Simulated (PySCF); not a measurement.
Cl4Se, charge +1, doublet (typed; the unrestricted solution is spin-contaminated), at a GFN2-xTB geometry (a state made from the parent by changing its charge; the spin is typed, not shown lowest), atoms displaced at random by about 0.08 Å a coordinate; HF/STO-3G, gradient by finite differences (PySCF).

Here is a job for PySCF.
```python
from pyscf import gto, scf

mol = gto.Mole()
mol.atom = '''
    Se    0.01582055   -0.04422988    0.22981300
    Cl    1.00939335   -1.21215214   -1.01548152
    Cl    1.68214912    1.51927493    0.82176342
    Cl   -0.97626605    1.29218379   -1.10784547
    Cl   -1.81036957   -1.34240341    0.85716529
'''
mol.basis = 'sto-3g'
mol.charge = 1
mol.spin = 1
mol.verbose = 4
mol.build()

mf = scf.UHF(mol)
mf.conv_tol = 1e-11
mf.kernel()
scan, done = mf.as_scanner(), []
scan.scf_summary = {}
def energy(d):
    c = mol.atom_coords()
    c[4, 0] += d
    e = scan(mol.set_geom_(c, unit='Bohr', inplace=False))
    done.append(scan.converged)
    return e
h = 1e-5
fd = (energy(h) - energy(-h)) / (2 * h)
print('dE/dx =', fd)
```

It wrote (shortened):

```
PySCF version 2.14.0

[INPUT] verbose = 4
[INPUT] num. atoms = 5
[INPUT] num. electrons = 101
[INPUT] charge = 1
[INPUT] spin (= nelec alpha-beta = 2S) = 1
[INPUT] symmetry False subgroup None
[INPUT] Mole.unit = angstrom
[INPUT] Symbol           X                Y                Z      unit          X                Y                Z       unit  Magmom
[INPUT]  1 Se     0.015820550000  -0.044229880000   0.229813000000 AA    0.029896506640  -0.083582359722   0.434283629865 Bohr   0.0
[INPUT]  2 Cl     1.009393350000  -1.212152140000  -1.015481520000 AA    1.907476983457  -2.290635565905  -1.918981957357 Bohr   0.0
[INPUT]  3 Cl     1.682149120000   1.519274930000   0.821763420000 AA    3.178801137478   2.871013525618   1.552907802986 Bohr   0.0
[INPUT]  4 Cl    -0.976266050000   1.292183790000  -1.107845470000 AA   -1.844875459211   2.441873465702  -2.093524526640 Bohr   0.0
[INPUT]  5 Cl    -1.810369570000  -1.342403410000   0.857165290000 AA   -3.421102671547  -2.536774793582   1.619807641583 Bohr   0.0

nuclear repulsion = 823.028241419601
number of shells = 28
number of NR pGTOs = 162
number of NR cGTOs = 54
basis = sto-3g
ecp = {}

******** <class 'pyscf.scf.uhf.UHF'> ********
method = UHF
initial guess = minao
damping factor = 0
level_shift factor = 0
DIIS = <class 'pyscf.scf.diis.CDIIS'>
diis_start_cycle = 1
diis_space = 8
diis_damp = 0
SCF conv_tol = 1e-11
SCF conv_tol_grad = None
SCF max_cycles = 50
direct_scf = True
direct_scf_tol = 1e-13
number electrons alpha = 51  beta = 50
Set gradient conv threshold to 3.16228e-06
init E= -4187.71572542479

cycle= 1 E= -4191.32976388581  delta_E= -3.61  |g|= 0.303  |ddm|=  2.5
cycle= 2 E= -4191.44965503823  delta_E= -0.12  |g|= 0.104  |ddm|= 0.981
cycle= 3 E= -4191.46645966782  delta_E= -0.0168  |g|= 0.0442  |ddm|= 0.271
cycle= 4 E= -4191.47336062188  delta_E= -0.0069  |g|= 0.0226  |ddm|= 0.219
cycle= 5 E= -4191.47561232662  delta_E= -0.00225  |g|= 0.00718  |ddm|= 0.167
cycle= 6 E= -4191.47582544063  delta_E= -0.000213  |g|= 0.00234  |ddm|= 0.0516
cycle= 7 E= -4191.47585220908  delta_E= -2.68e-05  |g|= 0.00148  |ddm|= 0.0169
cycle= 8 E= -4191.47586877909  delta_E= -1.66e-05  |g|= 0.000812  |ddm|= 0.0153
cycle= 9 E= -4191.47587542669  delta_E= -6.65e-06  |g|= 0.000345  |ddm|= 0.0129
cycle= 10 E= -4191.47587636417  delta_E= -9.37e-07  |g|= 0.000165  |ddm|= 0.00449
cycle= 11 E= -4191.47587656239  delta_E= -1.98e-07  |g|= 8.29e-05  |ddm|= 0.00207
cycle= 12 E= -4191.47587661077  delta_E= -4.84e-08  |g|= 3.88e-05  |ddm|= 0.000981
cycle= 13 E= -4191.47587662121  delta_E= -1.04e-08  |g|= 2.13e-05  |ddm|= 0.000422
cycle= 14 E= -4191.4758766249  delta_E= -3.69e-09  |g|= 1.04e-05  |ddm|= 0.000267
cycle= 15 E= -4191.47587662585  delta_E= -9.56e-10  |g|= 4.67e-06  |ddm|= 0.000153
cycle= 16 E= -4191.47587662601  delta_E= -1.56e-10  |g|= 2.48e-06  |ddm|= 5.95e-05
cycle= 17 E= -4191.47587662607  delta_E= -5.91e-11  |g|= 1.63e-06  |ddm|= 2.71e-05
cycle= 18 E= -4191.47587662609  delta_E= -2.36e-11  |g|= 1.07e-06  |ddm|= 1.91e-05
cycle= 19 E= -4191.4758766261  delta_E= -4.55e-12  |g|= 5.72e-07  |ddm|= 1.63e-05
Extra cycle  E= -4191.47587662609  delta_E= 2.73e-12  |g|= 4.57e-07  |ddm|= 2.07e-06
converged SCF energy = -4191.47587662609  <S^2> = 0.93537189  2S+1 = 2.1774957
Create scanner for <class 'pyscf.scf.uhf.UHF'>

WARN: Mole.unit (angstrom) is changed to Bohr

New geometry
   1 Se     0.015820550000  -0.044229880000   0.229813000000 AA    0.029896506640  -0.083582359722   0.434283629865 Bohr
   2 Cl     1.009393350000  -1.212152140000  -1.015481520000 AA    1.907476983457  -2.290635565905  -1.918981957357 Bohr
   3 Cl     1.682149120000   1.519274930000   0.821763420000 AA    3.178801137478   2.871013525618   1.552907802986 Bohr
   4 Cl    -0.976266050000   1.292183790000  -1.107845470000 AA   -1.844875459211   2.441873465702  -2.093524526640 Bohr
   5 Cl    -1.810364278228  -1.342403410000   0.857165290000 AA   -3.421092671547  -2.536774793582   1.619807641583 Bohr

******** <class 'pyscf.scf.hf.UHF_Scanner'> ********
method = UHF_Scanner
initial guess = minao
damping factor = 0
level_shift factor = 0
DIIS = <class 'pyscf.scf.diis.CDIIS'>
diis_start_cycle = 1
diis_space = 8
diis_damp = 0
SCF conv_tol = 1e-11
SCF conv_tol_grad = None
SCF max_cycles = 50
direct_scf = True
direct_scf_tol = 1e-13
number electrons alpha = 51  beta = 50
Set gradient conv threshold to 3.16228e-06
init E= -4191.4758768157
cycle= 1 E= -4191.47587643088  delta_E= 3.85e-07  |g|= 6.85e-07  |ddm|= 6.06e-06
cycle= 2 E= -4191.47587643088  delta_E= -4.55e-12  |g|= 4.76e-07  |ddm|= 2.59e-06
Extra cycle  E= -4191.47587643088  delta_E= 6.37e-12  |g|= 3.6e-07  |ddm|= 1.92e-06
converged SCF energy = -4191.47587643088  <S^2> = 0.93537019  2S+1 = 2.1774941

WARN: Mole.unit (angstrom) is changed to Bohr

New geometry
   1 Se     0.015820550000  -0.044229880000   0.229813000000 AA    0.029896506640  -0.083582359722   0.434283629865 Bohr
   2 Cl     1.009393350000  -1.212152140000  -1.015481520000 AA    1.907476983457  -2.290635565905  -1.918981957357 Bohr
   3 Cl     1.682149120000   1.519274930000   0.821763420000 AA    3.178801137478   2.871013525618   1.552907802986 Bohr
   4 Cl    -0.976266050000   1.292183790000  -1.107845470000 AA   -1.844875459211   2.441873465702  -2.093524526640 Bohr
   5 Cl    -1.810374861772  -1.342403410000   0.857165290000 AA   -3.421112671547  -2.536774793582   1.619807641583 Bohr

******** <class 'pyscf.scf.hf.UHF_Scanner'> ********
method = UHF_Scanner
initial guess = minao
damping factor = 0
level_shift factor = 0
DIIS = <class 'pyscf.scf.diis.CDIIS'>
diis_start_cycle = 1
diis_space = 8
diis_damp = 0
SCF conv_tol = 1e-11
SCF conv_tol_grad = None
SCF max_cycles = 50
direct_scf = True
direct_scf_tol = 1e-13
number electrons alpha = 51  beta = 50
Set gradient conv threshold to 3.16228e-06
init E= -4191.47587605171
cycle= 1 E= -4191.47587682132  delta_E= -7.7e-07  |g|= 1.04e-06  |ddm|= 1.11e-05
cycle= 2 E= -4191.47587682132  delta_E= -6.37e-12  |g|= 6.84e-07  |ddm|= 3.91e-06
Extra cycle  E= -4191.47587682132  delta_E=    0  |g|= 5.16e-07  |ddm|= 2.87e-06
converged SCF energy = -4191.47587682132  <S^2> = 0.93537288  2S+1 = 2.1774966
dE/dx = 0.019522394723026082
```
